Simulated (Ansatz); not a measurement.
Abridged output of a molecular run in Ansatz:

```
Functional definition: HF
1554 factors; integrals over basis functions are off by at most 1.1e-3 eV
mean field evaluation 1: about -14674.7323 eV, gradient 4.9e1 eV
mean field evaluation 2: about -14674.9474 eV, gradient 5.0e1 eV
mean field evaluation 4: about -14679.7718 eV, gradient 3.7e0 eV
mean field evaluation 8: about -14679.8292 eV, gradient 2.2e-1 eV
mean field -14679.82934425 eV, -539.4737780555 hartree, gradient 2.1e-6 eV, S^2 0.000000; 0 other end points of the search recorded, 0 dependent functions left out
9 core orbitals not correlated: weight in the atoms' cores, before any rotation towards them, 1.000 or more for the frozen orbitals, at most 0.000 for the correlated occupied ones
reference -14679.82934425 eV, -539.4737780555 hartree; 16, 16 occupied and 239, 239 virtual orbitals, 1554 factors
second order -26.47079879 eV of doubles, -0.00000000 eV of singles
cycle   1  -26.79567539 eV  change   -3.2e-1 eV  update   9.7e-2
cycle   2  -27.34981998 eV  change   -5.5e-1 eV  update   2.7e-2
cycle   3  -27.46891537 eV  change   -1.2e-1 eV  update   1.3e-2
cycle   4  -27.45865393 eV  change    1.0e-2 eV  update   3.1e-3
cycle   5  -27.45773269 eV  change    9.2e-4 eV  update   1.4e-3
cycle   6  -27.45840664 eV  change   -6.7e-4 eV  update   4.4e-4
cycle   7  -27.45816642 eV  change    2.4e-4 eV  update   1.5e-4
cycle   8  -27.45808744 eV  change    7.9e-5 eV  update   4.8e-5
cycle   9  -27.45809614 eV  change   -8.7e-6 eV  update   1.7e-5
perturbative correction -0.95077404 eV, -0.0349403015 hartree
Total energy: -14708.23821443 eV, -540.5177847782 hartree
```

Its atoms:

Z-matrix (Å, degrees):
```
C
N 1 1.447
H 1 1.096 2 112.9
H 1 1.094 2 111.4 3 -121.9
H 1 1.092 2 109.5 3 119.6
Si 2 1.692 1 125.9 3 -101.1
H 2 1.008 1 114.3 3 62.8
F 6 1.605 2 116.4 1 85.7
N 6 1.700 2 108.0 1 -158.6
H 6 1.483 2 106.1 1 -29.7
H 9 1.005 6 121.5 2 54.4
H 9 1.006 6 120.7 2 -153.8
```

Which basis set was used?
A. def2-TZVPPD
B. def2-SVP
C. cc-pV(D+d)Z
D. def2-TZVPP

D. It gives 264 functions.

Write the keys of the input that set method, charge and spin (a neutral closed shell needs none for the last two).


```yaml
correlation: {method: ccsd_t}
```
